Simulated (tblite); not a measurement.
Species: C₅H₇BF₂O₃S.
Numbering: `[O:1]=[S:2](=[O:3])([OH:4])[C@:5]12[CH2:6][C@:7]([B:8]([F:9])[F:10])([CH2:11]1)[CH2:12]2` (hydrogens: H13 on O4; H14, H15 on C6; H16, H17 on C11; H18, H19 on C12)

Computed with GFN2-xTB (tblite), gas phase: L-BFGS steps from a force-field or distance-geometry start until the largest atomic force falls under 0.01 eV/Å.

Step 17: E = -1100.9037 eV
```
atom  x, y, z in Å  |  force x, y, z in eV/Å
O1      2.7019    1.3364    0.9227   -0.019   0.122   0.156
S2      2.2758    0.6547   -0.2589    0.205  -0.074   0.090
O3      2.5596    1.2190   -1.5327   -0.066  -0.121  -0.021
O4      2.9057   -0.8324   -0.1865   -0.028  -0.071  -0.072
C5      0.5406    0.2410   -0.1066    0.067   0.035   0.026
C6     -0.1298   -0.4391    1.0881   -0.090   0.005  -0.033
C7     -1.2664   -0.1687    0.0606   -0.012  -0.022   0.014
B8     -2.7988   -0.4927    0.1725    0.033  -0.005  -0.013
F9     -3.6547   -0.2024   -0.7814    0.016   0.013  -0.019
F10    -3.3378   -1.0759    1.2204    0.031  -0.002   0.017
C11    -0.2645   -0.6650   -1.0306   -0.022   0.017   0.011
C12    -0.6126    1.2345   -0.1418   -0.079  -0.011  -0.003
H13     3.0424   -1.0669    0.7339    0.080   0.053  -0.057
H14     0.1141   -1.4839    1.2702    0.016   0.027  -0.009
H15    -0.1712    0.1236    2.0173    0.017  -0.003  -0.014
H16    -0.0151   -1.7223   -1.0141   -0.023  -0.026  -0.016
H17    -0.4195   -0.3084   -2.0431   -0.047  -0.006  -0.041
H18    -0.7938    1.7312   -1.0881   -0.057   0.033  -0.057
H19    -0.6856    1.9266    0.6908   -0.023   0.034   0.041
```

Step 18: E = -1100.9071 eV
```
atom  x, y, z in Å  |  force x, y, z in eV/Å
O1      2.7087    1.3199    0.9288   -0.009   0.131   0.094
S2      2.2782    0.6484   -0.2582    0.116   0.005   0.081
O3      2.5569    1.2168   -1.5323   -0.025  -0.134   0.040
O4      2.8937   -0.8413   -0.1846    0.050  -0.145   0.084
C5      0.5407    0.2448   -0.1088   -0.003   0.022   0.035
C6     -0.1290   -0.4374    1.0862   -0.069   0.004  -0.011
C7     -1.2661   -0.1687    0.0609   -0.014  -0.005  -0.018
B8     -2.7973   -0.4925    0.1729    0.015  -0.018  -0.016
F9     -3.6531   -0.2027   -0.7813    0.012   0.020  -0.028
F10    -3.3380   -1.0762    1.2194    0.031  -0.005   0.031
C11    -0.2650   -0.6632   -1.0322   -0.021   0.008   0.003
C12    -0.6165    1.2363   -0.1430   -0.063   0.013  -0.002
H13     3.0649   -1.0507    0.7401    0.048   0.064  -0.223
H14     0.1171   -1.4829    1.2670    0.012   0.059  -0.008
H15    -0.1718    0.1256    2.0160    0.026  -0.023  -0.034
H16    -0.0144   -1.7216   -1.0137   -0.029   0.021  -0.029
H17    -0.4248   -0.3073   -2.0460   -0.027  -0.025   0.009
H18    -0.8024    1.7335   -1.0903   -0.037   0.004  -0.002
H19    -0.6917    1.9284    0.6915   -0.012   0.003  -0.005
```

Step 19: E = -1100.9091 eV
```
atom  x, y, z in Å  |  force x, y, z in eV/Å
O1      2.7099    1.3158    0.9359    0.018   0.108   0.000
S2      2.2836    0.6433   -0.2533   -0.045   0.101   0.033
O3      2.5473    1.2096   -1.5330    0.056  -0.133   0.130
O4      2.8954   -0.8448   -0.1789    0.010  -0.091  -0.283
C5      0.5429    0.2476   -0.1092   -0.089  -0.002   0.032
C6     -0.1297   -0.4361    1.0843   -0.017   0.003   0.030
C7     -1.2643   -0.1682    0.0607   -0.024   0.016  -0.053
B8     -2.7926   -0.4912    0.1727   -0.011  -0.029  -0.022
F9     -3.6469   -0.2015   -0.7826   -0.013   0.018  -0.030
F10    -3.3313   -1.0756    1.2194    0.004  -0.013   0.042
C11    -0.2649   -0.6616   -1.0336   -0.014  -0.004  -0.015
C12    -0.6193    1.2382   -0.1440   -0.026   0.046  -0.002
H13     3.0754   -1.0478    0.7365    0.117  -0.023   0.150
H14     0.1179   -1.4822    1.2642    0.006   0.083  -0.004
H15    -0.1744    0.1270    2.0148    0.033  -0.039  -0.047
H16    -0.0172   -1.7223   -1.0128   -0.023   0.076  -0.040
H17    -0.4314   -0.3076   -2.0490    0.008  -0.040   0.072
H18    -0.8117    1.7363   -1.0926    0.002  -0.038   0.071
H19    -0.6984    1.9304    0.6930    0.006  -0.038  -0.064
```

Step 20: E = -1100.9116 eV
```
atom  x, y, z in Å  |  force x, y, z in eV/Å
O1      2.7132    1.3125    0.9385    0.017   0.060  -0.044
S2      2.2848    0.6422   -0.2523   -0.086   0.069   0.044
O3      2.5510    1.2078   -1.5313    0.057  -0.106   0.108
O4      2.8877   -0.8516   -0.1824    0.067  -0.075   0.028
C5      0.5416    0.2491   -0.1092   -0.082  -0.001   0.022
C6     -0.1307   -0.4355    1.0837    0.002   0.008   0.021
C7     -1.2657   -0.1686    0.0603   -0.021   0.020  -0.046
B8     -2.7944   -0.4925    0.1726   -0.020  -0.026  -0.018
F9     -3.6491   -0.2019   -0.7824   -0.002   0.015  -0.023
F10    -3.3344   -1.0762    1.2195    0.018  -0.006   0.028
C11    -0.2657   -0.6610   -1.0336   -0.002   0.002  -0.010
C12    -0.6217    1.2385   -0.1442   -0.005   0.034  -0.002
H13     3.0856   -1.0383    0.7388    0.070  -0.004  -0.108
H14     0.1197   -1.4802    1.2637    0.004   0.057  -0.006
H15    -0.1725    0.1268    2.0139    0.017  -0.022  -0.026
H16    -0.0161   -1.7208   -1.0141   -0.023   0.062  -0.032
H17    -0.4317   -0.3076   -2.0487    0.002  -0.029   0.055
H18    -0.8127    1.7361   -1.0926   -0.008  -0.030   0.060
H19    -0.6987    1.9305    0.6925   -0.007  -0.029  -0.052
```

Q: Estimate the geometry and energy of step 21. (The exact step hangs on the optimiser's Hessian estimate; all steps are aligned on step 20, rigid shifts and turns removed.)

A: E = -1100.9133 eV, largest force 0.149 eV/Å
```
atom  x, y, z in Å  |  force x, y, z in eV/Å
O1      2.7142    1.3148    0.9392    0.010   0.023  -0.053
S2      2.2844    0.6424   -0.2503   -0.073   0.008   0.046
O3      2.5535    1.2048   -1.5292    0.051  -0.068   0.062
O4      2.8869   -0.8549   -0.1845    0.048  -0.004   0.098
C5      0.5401    0.2496   -0.1085   -0.045   0.001   0.009
C6     -0.1318   -0.4352    1.0836    0.003   0.012   0.006
C7     -1.2669   -0.1685    0.0595   -0.018   0.013  -0.019
B8     -2.7954   -0.4936    0.1721   -0.023  -0.019  -0.012
F9     -3.6500   -0.2016   -0.7828   -0.001   0.008  -0.014
F10    -3.3349   -1.0765    1.2201    0.021  -0.001   0.011
C11    -0.2662   -0.6606   -1.0333    0.002   0.010  -0.001
C12    -0.6228    1.2386   -0.1442    0.003   0.011  -0.001
H13     3.0894   -1.0361    0.7374    0.068  -0.019  -0.131
H14     0.1203   -1.4783    1.2636    0.005   0.020  -0.006
H15    -0.1712    0.1261    2.0132    0.002   0.002   0.004
H16    -0.0163   -1.7193   -1.0154   -0.015   0.028  -0.020
H17    -0.4316   -0.3082   -2.0476   -0.005  -0.007   0.018
H18    -0.8129    1.7356   -1.0917   -0.016  -0.011   0.024
H19    -0.6985    1.9302    0.6915   -0.018  -0.006  -0.021
```

The energy changes by -0.0017 eV. The first-order estimate −F·Δx gives -0.0023 eV and the mean of the old and new forces, exact on a quadratic surface, -0.0017 eV. The step makes an angle of 45° with the force vector and moves no atom by more than 0.005 Å.

What follows is the cost of the whole relaxation. The run took 4.4 s wall, 2.0 s CPU on an Intel Xeon at 2.50 GHz with one thread, no GPU (shared host).
